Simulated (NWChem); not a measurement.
CH2F3In; SMILES F[C](F)(F)[InH2]

```xyz
7

In    -0.0030    -1.0207    -0.0034
C     -0.0053     1.2073    -0.0054
F     -1.2105     1.7474    -0.2498
F      0.8360     1.7201    -0.9214
F      0.3926     1.6839     1.1915
H      1.5473    -1.7760     0.0076
H     -1.5338    -1.8157     0.0067
```
Atoms are numbered in this order, from 1.

All runs: NWChem. Structure relaxed at the PBE0/def2-SVP level. def2 effective core potentials on In; no spin-orbit coupling. Level PBE/def2-SVP: energy and gradient on several grids; changes count from the extra-fine grid, which is no exact limit either.

Task: Which is the coarsest grid (medium; coarse; xfine; xcoarse; fine) from which on the energy stays within 50 μHa and each gradient component within 100 μHa/bohr of xfine?

Result: fine.
| grid | size of the energy change (μHa) | largest change of a gradient component (μHa/bohr) |
|---|---|---|
| xcoarse | 10000 | 10000 |
| coarse | 100 | 2000 |
| medium | < 10 | 400 |
| fine | < 10 | < 30 |
| xfine | < 10 | < 30 |
